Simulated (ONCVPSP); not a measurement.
## u(r) = r·R(r): atom against pseudo-atom (Cs)

Columns: radius, all-electron u(r) and pseudo u(r) of the 5p shell (level -13.52 eV) of caesium in the configuration [Kr] 4d10 5s2 5p6 6s1; PBE, scalar-relativistic, ONCV scheme, ONCVPSP 4.0.1.

| r (bohr) | all-electron | pseudo |
| --- | --- | --- |
| 0.173 | 0.2103 | 0.0178 |
| 0.345 | -0.0074 | 0.0689 |
| 0.518 | -0.3692 | 0.1489 |
| 0.690 | -0.3214 | 0.2495 |
| 0.862 | -0.0497 | 0.3616 |
| 1.035 | 0.2536 | 0.4755 |
| 1.208 | 0.4983 | 0.5798 |
| 1.380 | 0.6629 | 0.6647 |
| 1.553 | 0.7563 | 0.7246 |
| 1.725 | 0.7920 | 0.7559 |
| 1.898 | 0.7862 | 0.7593 |
| 2.070 | 0.7526 | 0.7378 |
| 2.242 | 0.7022 | 0.6963 |
| 2.415 | 0.6423 | 0.6410 |
| 2.588 | 0.5792 | 0.5791 |
| 2.760 | 0.5168 | 0.5168 |
| 2.932 | 0.4572 | 0.4572 |
| 3.105 | 0.4016 | 0.4016 |
| 3.278 | 0.3508 | 0.3508 |
| 3.450 | 0.3054 | 0.3054 |
| 3.623 | 0.2647 | 0.2647 |
| 3.795 | 0.2290 | 0.2290 |
| 3.968 | 0.1975 | 0.1975 |
| 4.140 | 0.1701 | 0.1701 |
| 4.312 | 0.1463 | 0.1463 |
| 4.485 | 0.1255 | 0.1255 |

Question: How many radial nodes do the two functions have?

Answer: The all-electron 5p function has n − l − 1 = 3 (the table is too coarse to show those close to the nucleus); the pseudo-wave has 0, since the states of the same l below it are removed with the core.

Question: At about which radius was the pseudo-wave matched?

Answer: 2.75 bohr, where the columns begin to agree (steps of 0.17 bohr).

Question: Is the pseudo-wave norm-conserving?

Answer: Yes: the ONCV scheme keeps the norm inside the radius equal to the all-electron one, which fixes the energy derivative of the logarithmic derivative at the level.
